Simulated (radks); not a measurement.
The numbers below are computed, except where a source is named.
All-electron atom: F2+ in [He] 2s2 2p3 (the NIST ground configuration).

Level of theory: Dirac Kohn-Sham, BLYP, spin-unpolarised, spherical densities, finite nucleus; open shells fill j = l - 1/2 first; Fermi nuclear charge, rms radius 2.8976 fm (a radial shooting solver on a logarithmic mesh with Libxc functionals).

Energy parts (hartree):
| part | energy |
|---|---|
| total | -97.71572 |
| kinetic | 97.71965 |
| electron-nucleus | -223.87468 |
| Hartree | 37.61995 |
| exchange-correlation | -9.18064 |

Orbitals (lengths in bohr, moments of r in powers of bohr):
\begin{tabular}{lrrr}
orbital & occ. & eigenvalue (hartree) & <r^4> \\ \hline
1s1/2 & 2 & -26.13119 & 0.004586 \\
2s1/2 & 2 & -2.49341 & 1.882 \\
2p1/2 & 2 & -1.80384 & 2.254 \\
2p3/2 & 1 & -1.80062 & 2.266 \\
\end{tabular}

The highest occupied level is 2p3/2 at -48.997 eV. For comparison, the ionisation energy in NIST's Atomic Spectra Database is 62.708 eV (semi-empirical). In exact Kohn-Sham theory the highest level is minus the ionisation energy, but local and semilocal functionals leave it too shallow, through self-interaction and a potential that decays too fast; potentials with the right tail come closer. Summed over all electrons, <r^2> = 5.135 bohr^2, which gives a Langevin (diamagnetic) susceptibility term of -4.07 x 10^-6 cm^3/mol.

Beside tabulated values, note that spin-unpolarised runs miss the spin-polarisation part of the exchange energy of open shells.
